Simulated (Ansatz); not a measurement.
Isomers

Structures of CH2BrSi (charge +1), closed shell, relaxed at PBE0-D4/def2-TZVP (vibrations not checked; lower isomers may exist, and structures with a doubtful reference or unclear bonds are left out). Ansatz 0.2.0; basis: def2-TZVPP; cores frozen in the correlated methods. Filled d shells of the heavier atoms are correlated. The def2 sets are not built for correlating such inner shells, so the correlated values are less sure here. B3LYP uses VWN-RPA correlation.

Rank them by CCSD(T) energy, lowest first, and give each one's height above the lowest. Links in brackets join atoms within 1.22 times the sum of their covalent radii (1.1 for two metals). (To be estimated.)
A.
CH₂BrSi ([SiH][CH][Br]), total charge +1
```
5
angstrom
Si -0.6384 1.2343 -0.3569
C 0.2563 -0.1650 0.4133
Br 1.8271 -0.6956 -0.2958
H -1.4797 0.2474 -1.1431
H 0.0348 -0.6211 1.3824
```
B.
CH₂BrSi ([CH2]1[Si][Br]1), total charge +1
```
5
angstrom
Si -0.5292 0.6820 -0.9008
C 0.2257 0.1768 0.7397
Br 1.5157 -0.4712 -0.6504
H 0.7367 0.9032 1.3705
H -0.1494 -0.6860 1.2891
```
C.
CH₂BrSi ([CH2][Si][Br]), total charge +1
```
5
angstrom
Si -0.0219 -0.5496 0.9252
C -0.0672 0.3756 -0.5216
Br 1.0830 -2.0601 1.8835
H -0.8833 0.1591 -1.2162
H 0.1857 1.4356 -0.4324
```

By the calculation: B (0.000 eV), C (0.651 eV), A (2.132 eV). Heights count from the lowest.

Do PBE-D4, r2SCAN-D4, PBE0-D4, B3LYP-D4, wB97M-V, HF, MP2 give the same order? (A judgement: the text doesn't fix the answer.)

The calculation gives: All do.

The T1 diagnostic stays at or below 0.024. The restricted Hartree–Fock reference is unstable towards an unrestricted one at one or more of these structures. A large double-excitation amplitude points to some diradical character; no triplet was computed.

For scale, one of the runs: CCSD(T)/def2-TZVPP, 149 basis functions, launched by `ansatz run in.yaml --threads 2 --pin off --events-out ev --progress --plain --max-ram 4352MiB`. Hardware: 2 CPU threads of an Arm Neoverse V1, shared host. Wall time 27 s; peak host memory 0.91 GiB.
